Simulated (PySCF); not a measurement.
Constitutional and geometric isomers with formula CH5BSi. All species are isolated molecules in the gas phase. One relaxed conformer stands for each flexible species; it need not be the lowest. Strings in code marks are SMILES.

These are r2SCAN-D4/def2-TZVP run with PySCF values and carry that method's errors. All candidates: neutral, multiplicity 1. Delta-SCF ions had no search for a lower state. Excitations are Tamm–Dancoff values on a coarser integration grid. The basis has no diffuse functions, so Rydberg states are missing or too high.

- LUMO: -1.89 eV
- vertical ionisation energy (Delta-SCF): 9.15 eV
- S1 excitation (TDA): 4.21 eV

Problem. Which member has these values?
A) `B1C[SiH2]1`
B) `[H]/B=C\[SiH3]`
C) `CB=[SiH2]`
D) `B[SiH]=C`

Solution. B, `[H]/B=C\[SiH3]`. The others give `CB=[SiH2]`: -2.83 eV, 7.61 eV, 2.10 eV; `B1C[SiH2]1`: -2.16 eV, 9.02 eV, 4.40 eV; `B[SiH]=C`: -3.65 eV, 8.82 eV, 4.21 eV
